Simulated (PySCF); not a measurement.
One reaction down a group: Si, Ge, Sn, Pb

The same gas-phase reaction for Si, Ge, Sn, Pb:
- SiBr2 + SiI4 → 2 SiI2 + Br2
- GeBr2 + GeI4 → 2 GeI2 + Br2
- SnBr2 + SnI4 → 2 SnI2 + Br2
- PbBr2 + PbI4 → 2 PbI2 + Br2

Computed with PySCF and rigid-rotor harmonic-oscillator thermochemistry at 1 bar. S°(298 K) at PBE0/def2-TZVP differs from the NASA 1993 table for PbI2 (-6 J/mol/K); whether the harmonic model or the table's entry is off was not settled. † marks an energy on the PBE0/def2-TZVP geometry and frequencies; other levels use their own. All species are closed-shell singlets. I, Pb, Sn: scalar-relativistic def2 core potential, no spin-orbit coupling. Br, Ge: all electrons, no relativistic terms. The harmonic model lacks anharmonicity and excited electronic states, which grow with temperature; levels with a mode under 35 cm⁻¹ are left out. Soft modes under 120 cm⁻¹ make the harmonic entropy rough for SiI4, SiI2, GeBr2, GeI4, GeI2, SnBr2, SnI4, SnI2, PbBr2, PbI4, PbI2.

ΔH°(298 K) in kJ, by level:

```tsv
level	Si	Ge	Sn	Pb
ωB97M-V/def2-TZVP†	389.5	289.5	261.2	135.9
HF/def2-TZVP†	372.1	281.7	256.3	107.0
PBE0/def2-TZVP	376.0	275.5	241.6	121.4
LDA/def2-TZVP†	389.8	288.1	250.1	147.0
PBE/def2-TZVP†	345.5	245.3	214.2	111.4
M06-2X/def2-TZVP†	374.8	297.4	267.8	112.7
```

At ωB97M-V/def2-TZVP†, ΔH° falls from Si to Pb, over a range of 253.6 kJ; the steps are -100.0, -28.3, -125.3 kJ. 6 of the 6 levels shown give the same order. The levels scatter most for Sn (53.6 kJ between the highest and the lowest) and least for Pb (40.0 kJ). ΔS°(298 K) runs from 152.0 to 168.3 J/K, so TΔS° at 298 K spreads over 4.9 kJ among the members, against 253.6 kJ for ΔH°.

Free energies at ωB97M-V/def2-TZVP†:

```tsv
member	ΔS°(298 K), J/K	ΔG°(298 K), kJ	ΔG°(2000 K), kJ	ΔG° changes sign
Si	168.3	339	76	none from 298 to 2500 K
Ge	165.1	240	-15	1800 to 2000 K
Sn	158.1	214	-29	1600 to 1800 K
Pb	152.0	91	-142	800 to 1000 K
```

The NASA 1993 table, where it holds all species, gives ΔH°(298 K) = 353 kJ for Pb; its entries are part measured, part old estimates, and weren't checked at source. The levels and the table disagree on Pb(II) against Pb(IV) halides; the missing spin-orbit coupling or old entries may matter.
